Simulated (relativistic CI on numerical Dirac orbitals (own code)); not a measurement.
**How well does a small relativistic CI reproduce Ar VII?**

Method of calculation: Dirac-Coulomb-Breit CI, KLI orbitals optimised for each configuration, model QED (radiative potential, 1s self-energy scaled to tabulated hydrogen-like ionisation energies), valence Slater integrals scaled by 0.9, P86 correlation estimate, and configurations built on the next ion tied to the tabulated ionisation energy (semi-empirical) (own radial code, finite nucleus).

Configuration list (outside the closed core [Ne]): 3s², 3s3d, 3s4s, 3s4p, 3s3p, 3s4d, 3s5s, 3s4f, 3p², 3d², 3p3d, 3p4s, 3d4s, 3s5p, 3s5d, 4s², 3s5f, 3s5g. Levels of other configurations are missing.

| Configuration | Term (tabulated) | J | Measured (cm⁻¹) | Computed | Error | Purity (%) |
| --- | --- | --- | --- | --- | --- | --- |
| 3s² | 1S | 0 | 0.0 | 0 | 0 | 97 |
| 3s3p | 3P° | 0 | 113101.0 | 113535 | 434 | 100 |
| 3s3p | 3P° | 1 | 113905.5 | 114327 | 421 | 100 |
| 3s3p | 3P° | 2 | 115590.0 | 115995 | 405 | 100 |
| 3s3p | 1P° | 1 | 170722.0 | 170226 | -496 | 97 |
| 3p² | 1D | 2 | 264749.0 | 265768 | 1019 | 77 |
| 3p² | 3P | 0 | 269836.0 | 270140 | 304 | 99 |
| 3p² | 3P | 1 | 270777.0 | 271069 | 292 | 100 |
| 3p² | 3P | 2 | 272562.0 | 272851 | 289 | 97 |
| 3p² | 1S | 0 | 316717.0 | 316254 | -463 | 94 |
| 3s3d | 3D | 1 | 324104.0 | 326861 | 2757 | 100 |
| 3s3d | 3D | 2 | 324141.2 | 326890 | 2749 | 100 |
| 3s3d | 3D | 3 | 324205.0 | 326941 | 2736 | 100 |
| 3s3d | 1D | 2 | 370294.0 | 374712 | 4418 | 78 |
| 3p3d | 3F° | 2 | 443362.0 | 445092 | 1730 | 98 |
| 3p3d | 3F° | 3 | 444780.0 | 446062 | 1282 | 100 |
| 3p3d | 3F° | 4 | 446011.0 | 447271 | 1260 | 100 |
| 3p3d | 1D° | 2 | 450477.0 | 451461 | 984 | 98 |
| 3p3d | 3P° | 2 | 472282.0 | 473362 | 1080 | 91 |
| 3p3d | 3P° | 1 | 472875.0 | 474111 | 1236 | 87 |
| 3p3d | 3P° | 0 | 473810.0 | 474773 | 963 | 100 |
| 3p3d | 3D° | 1 | 475217.0 | 476247 | 1030 | 88 |
| 3p3d | 3D° | 2 | 475585.0 | 476604 | 1019 | 91 |
| 3p3d | 3D° | 3 | 475762.0 | 476758 | 996 | 100 |
| 3p3d | 1F° | 3 | 510268.0 | 511470 | 1202 | 97 |
| 3s4s | 3S | 1 | 514076.0 | 516975 | 2899 | 100 |
| 3p3d | 1P° | 1 | 517105.4 | 521274 | 4168 | 94 |
| 3s4s | 1S | 0 | 528910.0 | 530547 | 1637 | 100 |
| 3s4p | 3P° | 0 | 563880.0 | 569747 | 5867 | 99 |
| 3s4p | 3P° | 1 | 564418.0 | 569985 | 5567 | 98 |
| 3s4p | 3P° | 2 | 564728.0 | 570580 | 5852 | 99 |
| 3s4p | 1P° | 1 | 569797.0 | 573780 | 3983 | 91 |
| 3s4d | 3D | 1 | 634605.0 | 638501 | 3896 | 100 |
| 3s4d | 3D | 2 | 634639.0 | 638517 | 3878 | 100 |
| 3s4d | 3D | 3 | 634701.0 | 638545 | 3844 | 100 |
| 3s4d | 1D | 2 | 635295.0 | 640231 | 4936 | 97 |
| 3d² | 3F | 2 | 653904.0 | 656890 | 2986 | 100 |
| 3d² | 3F | 3 | 654038.0 | 656945 | 2907 | 100 |
| 3d² | 3F | 4 | 654126.0 | 657013 | 2887 | 100 |
| 3s4f | 3F° | 2 | 660075.0 | 663501 | 3426 | 100 |
| 3s4f | 3F° | 3 | 660112.0 | 663508 | 3396 | 100 |
| 3s4f | 3F° | 4 | 660122.0 | 663519 | 3397 | 100 |
| 3d² | 1D | 2 | 666550.0 | 674029 | 7479 | 96 |
| 3s4f | 1F° | 3 | 667496.0 | 671513 | 4017 | 97 |
| 3d² | 1G | 4 | 668061.0 | 675156 | 7095 | 100 |
| 3d² | 3P | 0 | 669285.0 | 672810 | 3525 | 100 |
| 3d² | 3P | 1 | 669366.0 | 672831 | 3465 | 100 |
| 3d² | 3P | 2 | 669410.0 | 672848 | 3438 | 99 |
| 3d² | 1S | 0 | 707626.0 | 714260 | 6634 | 94 |
| 3s5s | 1S | 0 | 714794.0 | 723772 | 8978 | 97 |
| 3s5s | 3S | 1 | 715747.0 | 718594 | 2847 | 100 |
| 3s5p | 3P° | 0 | 739463.0 | 743025 | 3562 | 100 |
| 3s5p | 3P° † | 1 | 739690.0 | 743145 | 3455 | 100 |
| 3s5p | 3P° † | 2 | 739763.0 | 743413 | 3650 | 100 |
| 3s5p | 1P° | 1 | 741843.0 | 747064 | 5221 | 98 |
| 3s5d | 3D | 1 | 772345.0 | 774763 | 2418 | 100 |
| 3s5d | 3D | 3 | 772349.0 | 774787 | 2438 | 100 |
| 3s5d | 3D | 2 | 772352.0 | 774772 | 2420 | 100 |
| 3s5d | 1D | 2 | 772930.0 | 775353 | 2423 | 99 |
| 3s5f | 3F° | 4 | 784394.0 | 785901 | 1507 | 100 |

Measured levels from Saloman, J. Phys. Chem. Ref. Data 39, 033101 (2010); pairs were made by configuration, J and term (by order where the table uses no LS term), so strongly mixed levels may be paired wrongly.

Mean error by configuration (cm⁻¹): 3s3p 191; 3p² 288; 3s3d 3165; 3p3d 1413; 3s4s 2268; 3s4p 5317; 3s4d 4138; 3d² 4491; 3s4f 3559; 3s5s 5913; 3s5p 4392; 3s5d 2424; 3s5f 1507. Over the excited levels the mean absolute error is 2852 cm⁻¹ (59 of the 69 excited levels that our extract of the source holds in range could be paired, and the others can miss by more), and the median relative error of those above 1,000 cm⁻¹ is 0.44 %. † marks terms whose computed intervals miss the measured ones by more than a factor of 2.5, or configurations far off the rest, from wrong mixing, a near crossing or a doubtful label or measurement; they are left out of the means.
